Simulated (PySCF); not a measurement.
**Question.** Give a PBE0-D3(BJ)/def2-SVP geometry of [InH4]-, `[InH4-]`. (Charge -1.)

**Answer.** 
```xyz
5
InH4 angstrom
In     0.0154   -0.0223   -0.0131
H      0.0285   -0.0609    1.7796
H      1.6998   -0.0679   -0.6218
H     -0.7833    1.4821   -0.5718
H     -0.8855   -1.4414   -0.6350
```

Orientation and origin are arbitrary. Atoms count from 1 in this order. In1 (indium bonded to 4 H) is tetrahedral (angles from 109.4° to 109.5°).

Method used: PBE0-D3(BJ)/def2-SVP geometry optimisation, gas phase, def2 core potentials past Kr (PySCF 2.14.0).

Point group: Td (tolerance 0.08 Å). Stationary, but not proved a minimum.

***

Problem. What does the PBE0-D3(BJ)/def2-SVP structure of `S=CB(F)F` look like in three dimensions?

Solution. 
Z-matrix in Å and degrees, rows numbered from 1:
```
F 
B   1  1.3099
F   2  1.3177  1  117.75
C   2  1.5742  1  122.28  3  -179.82
S   4  1.6176  2  122.89  1     6.67
H   4  1.1031  2  117.41  1  -174.24
```

B2 (three-coordinate boron) is planar (angles 122.3°, 120.0° and 117.8°, sum 360.0°, 0.00 Å off the plane of its three neighbours).

Method used: PBE0-D3(BJ)/def2-SVP geometry optimisation, gas phase in PySCF.

Point group: near Cs, missed by 0.17 Å at most; the miss may be what the optimiser left on a soft mode. Stationary, but not proved a minimum.
